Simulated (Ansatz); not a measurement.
Born–Oppenheimer molecular dynamics of ClGeH$_{3}$ (5 atoms, charge 0, multiplicity 1). It goes on from the last frame of an earlier run, with new velocities.

The calculation used RKS B3LYP-D4/def2-SVP in Ansatz.

```yaml
ensemble: NVT, Langevin thermostat
time_step: 0.5 fs
steps_asked: 166
set_temperature: 200 K
friction: 0.001 /fs
temperature_schedule: 41 steps to 200 K, then 125 steps to 10 K
seed: 902447
```

First frame:

```xyz
5
Properties=species:S:1:pos:R:3
Ge 0.013 0.059 -0.053
Cl -0.204 -0.175 2.109
H 1.225 -0.771 -0.521
H 0.335 1.478 -0.327
H -1.281 -0.467 -0.804
```

How far do the bonds stretch over the last three quarters of this one trajectory? (Pairs bonded in most of those frames.)


| bond | mean (Å) | spread (Å) | shortest | longest |
| --- | --- | --- | --- | --- |
| Ge1–Cl2 | 2.182 | 0.007 | 2.18 | 2.20 |
| Ge1–H3 | 1.541 | 0.030 | 1.50 | 1.59 |
| Ge1–H4 | 1.545 | 0.044 | 1.48 | 1.61 |
| Ge1–H5 | 1.541 | 0.029 | 1.50 | 1.59 |

Mean temperature of the second half: 162 K. The schedule's set-point averaged 73 K over the second half and the system 162 K, so it lags behind the ramp. A run of 0.083 ps of so small a system gives no equilibrium averages.

Run time: 5 min on 1 thread of Arm Neoverse V2 (shared host), peak memory 0.12 GiB.
